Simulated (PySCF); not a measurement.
2-chlorobuta-1,3-diene (C4H5Cl), SMILES C=CC(=C)Cl. Atoms are numbered in the order given.

```xyz
10

C     -0.4147    -2.0884     0.0000
C      0.6225    -1.2256     0.0000
C      0.5376     0.2344     0.0000
C      1.6136     1.0540     0.0000
Cl    -1.0732     0.9351     0.0000
H     -1.4532    -1.7235     0.0000
H     -0.2463    -3.1752     0.0000
H      1.6569    -1.6103     0.0000
H      2.6242     0.6187     0.0000
H      1.5090     2.1471     0.0000
```
Charge 0, spin multiplicity 1.

Geometry: PBE-D3(BJ)/def2-SVP. One conformer was computed; it need not be the lowest.

The numbers are results of PBE-D3(BJ)/def2-SVP run with PySCF, not measurements.

Frequencies are harmonic and unscaled.

```
mode  ν (cm⁻¹)  IR (km/mol)  moving atoms (share of kinetic energy)
----  --------  -----------  --------------------------------------
1          160          0.2                          C 58 %, H 40 %
2          243          0.1                 C 47 %, Cl 34 %, H 19 %
3          378          1.7                 C 49 %, H 32 %, Cl 19 %
4          416          6.8                          H 50 %, C 47 %
5          510          1.2                 C 60 %, H 28 %, Cl 12 %
6          629         22.6                 C 62 %, Cl 26 %, H 12 %
7          643          0.1                          H 79 %, C 19 %
8          735          0.5                          H 61 %, C 39 %
9          840         41.0                          H 70 %, C 30 %
10         873          6.6                          H 56 %, C 42 %
11         900         30.7                          H 72 %, C 28 %
12         973         13.4                          H 89 %, C 11 %
13         986          6.8                          H 72 %, C 28 %
14        1199         46.8                          C 70 %, H 30 %
15        1255          0.7                          H 79 %, C 21 %
16        1332          9.0                          H 86 %, C 14 %
17        1376          2.4                          H 79 %, C 21 %
18        1603         37.6                          C 88 %, H 12 %
19        1659          2.6                          C 90 %, H 10 %
20        3085          2.1                                  H 94 %
21        3094          0.6                                  H 93 %
22        3096          3.9                                  H 94 %
23        3194          1.6                          H 89 %, C 11 %
24        3206          0.7                          H 89 %, C 11 %
```
